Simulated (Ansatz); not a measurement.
A calculation with Ansatz (development build ahead of 0.2.0).

```yaml
crystal:
  periodic: [false, false, false]
  atoms:
    - { symbol: Be, position_ang: [0.0, 0.0, 0.0] }
    - { symbol: S, position_ang: [0.0, 0.0, 1.6549] }
basis:
  gaussian: { orbitals: def2-SVP }
magnetization:
  spin_polarized: true
hamiltonian:
  xc: hf
correlation:
  method: ccsd_t
  frozen_orbitals: { Be: 0, S: 5 }
scf:
  omitted_lower_state_checks: [starts, atomic_configurations, cluster_reference, orbital_swaps, given_window_search, neighbouring_geometries, increment]
```

The input is written out in the form of the current development build from the run's settings.

The run gave:

* Converged: yes
* Reference energy: -411.97333 hartree
* Correlation energy: -0.17242 hartree
* Total energy: -412.14575 hartree
* Stability test: minimum
